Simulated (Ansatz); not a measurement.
BFH$_{3}$NTe, SMILES `NB(F)[TeH]`, relaxed with RKS PBE-D4/def2-SVP in Ansatz 0.2.0 from a rough embedded geometry. The force threshold is 0.03 eV/Å; the program also tests the step.

Total charge 0; spin multiplicity 1. Te takes the def2 core potential.

Start:

```xyz
7

N    -0.758    0.414    1.004
B     0.433    0.482    0.113
F     1.056    1.741   -0.084
Te    1.201   -1.241   -0.956
H    -1.546   -0.061    0.433
H    -0.550   -0.353    1.760
H     0.164   -0.980   -2.271
```

| step | energy (eV) | largest force (eV/Å) | largest move (Å) |
| --- | --- | --- | --- |
| 1 | -12217.4169 | 2.383 | 0.000 |
| 2 | -12217.5069 | 2.382 | 0.193 |
| 3 | -12217.6183 | 1.731 | 0.137 |
| 4 | -12217.8568 | 1.165 | 0.195 |
| 5 | -12218.0983 | 1.280 | 0.200 |
| 6 | -12218.1266 | 2.394 | 0.195 |
| 7 | -12218.3405 | 1.171 | 0.193 |
| 8 | -12218.6054 | 0.987 | 0.200 |
| 9 | -12218.8158 | 0.530 | 0.198 |
| 10 | -12218.8624 | 0.524 | 0.200 |
| 11 | -12218.8807 | 1.090 | 0.194 |
| 12 | -12218.9490 | 0.116 | 0.105 |
| 13 | -12218.9500 | 0.046 | 0.036 |
| 14 | -12218.9501 | 0.012 | 0.012 |

End:

```xyz
7

N    -0.690    0.171    0.741
B     0.547    0.424    0.131
F     1.384    1.335    0.664
Te    1.252   -0.589   -1.694
H    -1.370   -0.502    0.397
H    -0.972    0.669    1.587
H    -0.152   -1.507   -1.826
```

Hardware: 2 threads of an Arm Neoverse V2 on a shared host. Wall time 20 s, peak host memory 0.14 GiB.
